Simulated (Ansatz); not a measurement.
The cluster Cu₂Pt. The state is a singlet with charge 0. Geometry r2SCAN-D4/def2-TZVP, basis def2-TZVP, Ansatz.

```xyz
3

Pt   -1.262    0.444   -0.178
Cu    0.709    0.409    1.110
Cu    0.552   -0.853   -0.932
```

```csv
run,HOMO (eV),LUMO (eV)
A,-7.28,-0.44
B,-5.16,-2.37
C,-6.89,0.54
D,-6.44,-1.53
E,-4.18,-3.13
```

In the def2 sets Pt takes a core potential; there is no spin–orbit coupling. The structure comes from a short search, and lower isomers may exist.

Q: The runs used CAM-B3LYP, HF, PBE0, r2SCAN, ωB97X-V. Estimate which is which.

A: A ωB97X-V (range-separated); B PBE0 (25 % exact exchange); C HF (100 % exact exchange); D CAM-B3LYP (range-separated); E r2SCAN (0 % exact exchange). Exact exchange lowers occupied and raises empty levels; among semilocal functionals meta-GGAs tend to open the gap a little, and such runs are hard to tell apart. The gap grows from 1.05 eV (r2SCAN) to 7.43 eV (HF).
